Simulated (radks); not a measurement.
Ta0.5+, 72.5 electrons, occupied as [Ne] 3s1.5 3p6 3d10 4s2 4p6 4d10 4f14 5s2 5p6 5d3 6s2 (fractional occupations, a model configuration). Method: Dirac Kohn-Sham, BLYP, spin-unpolarised, spherical densities, point nucleus; open shells fill j = l - 1/2 first; computed with a radial shooting solver on a logarithmic mesh with Libxc functionals.

Unscreened Slater integrals over Kohn-Sham orbitals (cm^-1). Large and small components are both included. Empty in this configuration: 5d5/2.

F0(5d3/2,5d3/2): 99286
F2(5d3/2,5d3/2): 49859
F0(5d3/2,6s1/2): 73887
G2(5d3/2,6s1/2): 21435
F0(5d3/2,4f7/2): 131210
F2(5d3/2,4f7/2): 28708
G3(5d3/2,4f7/2): 9635.9
G5(5d3/2,4f7/2): 7429.5
F0(5d3/2,4f5/2): 131390
F2(5d3/2,4f5/2): 28252
G1(5d3/2,4f5/2): 10936
G3(5d3/2,4f5/2): 9318.9
F0(5d3/2,5d5/2): 97330
F2(5d3/2,5d5/2): 48757
G2(5d3/2,5d5/2): 48711
G4(5d3/2,5d5/2): 31565
F0(6s1/2,6s1/2): 63708
F0(6s1/2,4f7/2): 83848
G3(6s1/2,4f7/2): 2391.7
F0(6s1/2,4f5/2): 83911
G3(6s1/2,4f5/2): 2343.4
F0(6s1/2,5d5/2): 73170
G2(6s1/2,5d5/2): 22711
F0(4f7/2,4f7/2): 324880
F2(4f7/2,4f7/2): 156230
F4(4f7/2,4f7/2): 98396
F6(4f7/2,4f7/2): 70897
F0(4f7/2,4f5/2): 327380
F2(4f7/2,4f5/2): 157490
F4(4f7/2,4f5/2): 99204
G2(4f7/2,4f5/2): 156900
G4(4f7/2,4f5/2): 98850
G6(4f7/2,4f5/2): 71234
F0(4f7/2,5d5/2): 126750
F2(4f7/2,5d5/2): 26669
F4(4f7/2,5d5/2): 12193
G1(4f7/2,5d5/2): 10231
G3(4f7/2,5d5/2): 8719.2
G5(4f7/2,5d5/2): 6741.6
F0(4f5/2,4f5/2): 329940
F2(4f5/2,4f5/2): 158810
F4(4f5/2,4f5/2): 100050
F0(4f5/2,5d5/2): 126920
F2(4f5/2,5d5/2): 26236
F4(4f5/2,5d5/2): 11908
G1(4f5/2,5d5/2): 9767.2
G3(4f5/2,5d5/2): 8411.2
G5(4f5/2,5d5/2): 6522.8
F0(5d5/2,5d5/2): 95483
F2(5d5/2,5d5/2): 47795
F4(5d5/2,5d5/2): 30940
